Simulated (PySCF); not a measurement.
Compound: C6H9N3.
SMILES: `C=Cn1cc(CC)nn1`

The closed-shell SCF was solved with PySCF and density fitting under several settings on one GFN2-xTB geometry (grid level 2 and gas phase unless stated).

```csv
settings,basis functions,SCF cycles,E (Eh),HOMO (eV),LUMO (eV),dipole (D)
PBE0/pcSseg-1,198,14,-397.7407,-7.21,-1.16,3.88
PBE0/def2-SVPD,252,14,-397.5219,-7.23,-1.22,3.87
"HSE06/def2-SVPD, level shift 0.2 Eh, fitting basis def2-qzvpp-jkfit",252,11,-397.5547,-6.84,-1.60,3.87
```

**Question.** Estimate the row for these settings: KT2/def2-SVPD, IEF-PCM chloroform.

**Answer.** 
| settings | basis functions | SCF cycles | E (Eh) | HOMO (eV) | LUMO (eV) | dipole (D) |
| --- | --- | --- | --- | --- | --- | --- |
| KT2/def2-SVPD, IEF-PCM chloroform | 252 | 16 | -404.7922 | -6.16 | -2.04 | 4.92 |

**Question.** Over all rows, what range does the HOMO–LUMO gap span?

**Answer.** From 4.12 eV (KT2/def2-SVPD, IEF-PCM chloroform) to 6.05 eV (PBE0/pcSseg-1). The functional of the narrowest has no exact exchange, that of the widest 25 % exact exchange.

**Question.** Compare two rows with the functional PBE0: PBE0/pcSseg-1 and PBE0/def2-SVPD. Which energy is lower, and by how much?

**Answer.** PBE0/pcSseg-1 (198 functions) lies 0.2188 Eh or 137 kcal/mol below PBE0/def2-SVPD (252 functions). The smaller set gives the lower energy; the two sets aren't nested, so the variational bound doesn't order them by size.

Cycle counts include a coarse-grid stage where the run had one. KT2 was designed for NMR shieldings or shifts; total energies of different functionals aren't comparable. The species at its GFN2-xTB geometry (one conformer only).

Shape of the structure used: `[CH2:1]=[CH:2][n:3]1[cH:4][c:5]([CH2:6][CH3:7])[n:8][n:9]1`: C1–C2–N3–C4 0°, C4–C5–C6–C7 86°.
